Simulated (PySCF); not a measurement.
# One reaction down a group: F, Cl, Br, I

The same gas-phase reaction for F, Cl, Br, I:
- Sb + 3 HF → SbF₃ + 3 H
- Sb + 3 HCl → SbCl₃ + 3 H
- Sb + 3 HBr → SbBr₃ + 3 H
- Sb + 3 HI → SbI₃ + 3 H

Energies from PySCF, thermal terms from the rigid-rotor harmonic-oscillator model, ideal gas at 1 bar. † marks an energy on the PBE0/def2-TZVP geometry and frequencies; other levels use their own. MP2 freezes the core. Open shells (unrestricted): Sb (multiplicity 4), H (multiplicity 2); the rest are closed-shell singlets. I, Sb: scalar-relativistic def2 core potential, no spin-orbit coupling. Br: all electrons, no relativistic terms. MP2 isn't extrapolated to the basis-set limit. The harmonic model lacks anharmonicity and excited electronic states, which grow with temperature; levels with a mode under 35 cm⁻¹ are left out. Soft modes under 120 cm⁻¹ make the harmonic entropy rough for SbCl₃, SbBr₃, SbI₃.

ΔH°(298 K) in kJ, by level:

```csv
level,F,Cl,Br,I
ωB97M-V/def2-TZVP†,335.1,330.1,303.8,291.4
MP2/def2-SVP†,392.4,382.1,336.9,302.9
MP2/def2-TZVPP†,381.5,342.5,304.9,269.6
LDA/def2-TZVP†,292.6,276.1,247.2,226.7
PBE0/def2-SVP†,363.9,325.9,301.3,269.2
PBE0/def2-TZVP,334.2,310.7,277.5,256.4
```

At ωB97M-V/def2-TZVP†, ΔH° falls from F to I, over a range of 43.7 kJ; the steps are -5.0, -26.3, -12.4 kJ. 6 of the 6 levels shown give the same order. The levels scatter most for Cl (106.0 kJ between the highest and the lowest) and least for I (76.2 kJ). ΔS°(298 K) runs from -57.1 to -54.2 J/K, so TΔS° at 298 K spreads over 0.9 kJ among the members, against 43.7 kJ for ΔH°.

Free energies at ωB97M-V/def2-TZVP†:

```tsv
member	ΔS°(298 K), J/K	ΔG°(298 K), kJ	ΔG°(2500 K), kJ	ΔG° changes sign
F	-54.2	351	378	none from 298 to 2500 K
Cl	-57.1	347	375	none from 298 to 2500 K
Br	-57.1	321	348	none from 298 to 2500 K
I	-55.4	308	334	none from 298 to 2500 K
```

The NASA 1993 table holds none of these reactions whole; the comparison is among the levels.
